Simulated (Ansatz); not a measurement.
`N#[C][In]([Cl])[Cl]` + H₂Se → `[Cl][In]([Cl])[SeH]` + `C#N` at 600 K and 1 bar (ligand exchange at the In–C bond).

Gas-phase electronic energies from Ansatz, PBE0-D4/def2-TZVP geometries. CCSD(T)/CBS adds triple-zeta CCSD(T) − MP2 to the extrapolated MP2 energy (def2 sets, frozen cores). This one scheme is used for every species. Elements past krypton have def2 core potentials. For In, Se outer-core shells are correlated without core-valence functions, which leaves a few kJ/mol of doubt a bond. Scalar relativity is left out up to krypton. Each species was taken in one conformer, which may not be the lowest.

```csv
species,CCSD(T)/CBS energy (Eh),H − E (kJ/mol),S (J/(mol·K))
`N#[C][In]([Cl])[Cl]`,-1202.20735,75.3,433.2
H₂Se,-2401.89790,57.0,244.8
`[Cl][In]([Cl])[SeH]`,-3510.81908,76.4,445.3
`C#N`,-93.32098,64.3,228.4
```

H − E and S are ideal-gas, rigid-rotor, harmonic terms from PBE0-D4/def2-TZVP, for one conformer and one mirror image of each species. 1 Eh = 2625.50 kJ/mol, R = 8.31446 J/(mol·K).

**Question.** By hand: ΔE, ΔH, ΔS and ΔG.

**Answer.** ΔE = (-3510.81908) + (-93.32098) − (-1202.20735) − (-2401.89790) = -0.03481 Eh = -91.4 kJ/mol. Δ(H − E) = 76.4 + 64.3 − 75.3 − 57.0 = 8.4, so ΔH = -83.0 kJ/mol. ΔS = 445.3 + 228.4 − 433.2 − 244.8 = -4.3 J/(mol·K). ΔG = -83.0 − 600 × (-4.3)/1000 = -80.4 kJ/mol.

**Question.** By hand: the equilibrium constant, and the temperature at which ΔG would vanish if ΔH and ΔS stayed fixed.

**Answer.** log₁₀ K = −ΔG/(RT ln 10) = 7.0. ΔG = 0 at ΔH/ΔS = 19302 K, far beyond where these terms or the molecules hold.

The number of gas molecules stays the same, so ΔS is small and ΔH decides. A doubt of 5 kJ/mol in ΔE shifts log₁₀ K by 0.4 here. Other conformers and mirror images would add mixing entropy, several J/(mol·K) or more a flexible species. These are equilibria of isolated gas molecules and say nothing of rates. Largest T1 diagnostic: 0.014 (customary marks: 0.02 for closed shells, 0.045 for open ones).
